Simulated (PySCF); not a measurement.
SMILES Cl[Si]([SiH](C)C)(Cl)Cl (C2H7Cl3Si2) at its PBE0/def2-SVP optimised geometry (Å):

```
14

Si     0.5184     0.7342     0.0000
Cl    -0.1058    -0.1249    -1.7783
Cl     2.5841     0.7342     0.0000
Cl    -0.1198     2.6989     0.0000
Si    -0.3606    -0.4756     1.7969
C      0.3049    -2.2297     1.6861
C     -2.2345    -0.3904     1.6827
H      0.1291     0.2026     3.0384
H      0.0023    -2.6989     0.7372
H     -0.0813    -2.8443     2.5146
H      1.4043    -2.2351     1.7367
H     -2.5841    -0.8261     0.7340
H     -2.5826     0.6525     1.7306
H     -2.6995    -0.9475     2.5114
```

Computed with PySCF with PBE0/def2-TZVP. Cells within 0.4 Å of a nucleus heavier than hydrogen are left out (blank, or x).

Map of the electrostatic potential (hartree/e), clipped to [-0.08, 0.12] on the plane z = 0.0 Å:

```
|1111110000000000000000000000000|
|1111110000011111000000000000000|
|1111110000011222100000000000000|
|1111110000113566420000000000000|
|1111110000126999961000000000000|
|1111110000149999994000000000000|
|11111100001699xx999100000000000|
|11111110001799xx999310000000000|
|111111100015999x999521100000000|
|1111111110139999999954553210000|
|1111111111137999999999999831100|
|1111111111237999999999999983110|
|1111111112249999xx9999xx9994110|
|1111111122359999xx9999xx9995211|
|1111111222359999999999999994110|
|1111122333347999999999999962110|
|1111234553345899999999999521100|
|1112246975335689999753322110000|
|1112247985334556665432100000000|
|1112235654333444443321100000000|
|1112233433223333332211110000000|
|1111222222223344322211111100111|
|1111222222223467532111111111111|
|1111122222223589742111111111111|
|1111111222223478632111111111111|
|1111111112222345432111111111111|
|1111111111222233221111111111111|
|1111111111122222211111111111111|
|1111111111111222111111111111111|
|1111111111111111111111111111111|
|1111111111111111111111111111111|
```
Scale: ten equal steps from -0.016 (start of '0') to 0.120 (end of '9'), in the order '0123456789'; x runs from -5.00 to 5.00, y from -5.00 (bottom) to 5.00 (top).
